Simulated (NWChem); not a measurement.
# CH5F2NOSi; SMILES F[Si](O)(F)CN

```xyz
11

N     -0.0240     2.3738    -0.0530
C     -0.8343     1.2241     0.3408
Si    -0.0189    -0.4138     0.0284
O      1.4093    -0.4529     0.8336
F     -0.9345    -1.6801     0.4413
F      0.2665    -0.6113    -1.5536
H      0.8763     2.3515     0.4229
H      0.1790     2.3435    -1.0505
H     -1.8039     1.2586    -0.1849
H     -1.0929     1.3046     1.4108
H      2.0175    -1.1805     0.6735
```
Atoms are numbered in this order, from 1.

Computed with NWChem. Medium grid unless said otherwise, to which SCAN and Minnesota functionals are sensitive. All runs use the structure optimised with PBE0/def2-SVP.

Order these by “orbital gap (eV)”, lowest first: PBE/def2-SVP; B3LYP/def2-SVP; M06-2X/def2-SVP.

PBE/def2-SVP (5.25), B3LYP/def2-SVP (7.08), M06-2X/def2-SVP (9.86)
